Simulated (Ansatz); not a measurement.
Molecule: C3H2O (charge 0, singlet). 
Geometry from a B3LYP-D3(BJ)/def2-TZVP (Ansatz, a quantum-chemistry and plane-wave program) optimisation:
SMILES: C#CC=O
```xyz
6

C      1.4938     0.9359     0.6166
C      0.5445     0.2574     0.3296
C     -0.5874    -0.5911     0.0366
O     -1.2822    -0.4730    -0.9426
H      2.3310     1.5474     0.8534
H     -0.7781    -1.3760     0.7906
```
Charge 0, spin multiplicity 1.

Basis-set convergence of Hartree-Fock and CCSD correlation energies (hartree) with Ansatz. Cores are frozen in the correlated levels unless marked. Spin-orbit coupling is left out. No relativistic terms.

The Hartree-Fock reference is unstable (checked in the largest basis), which strains HF and MP2. 

```csv
basis,functions,E(HF),"E(corr, CCSD)"
cc-pVDZ,-,-189.55584,-0.57436
cc-pVTZ,148,?,?
```

Task: Fill in the missing entries.

Result: 
- cc-pVTZ, E(HF): -189.61035
- cc-pVTZ, E(corr, CCSD): -0.69231
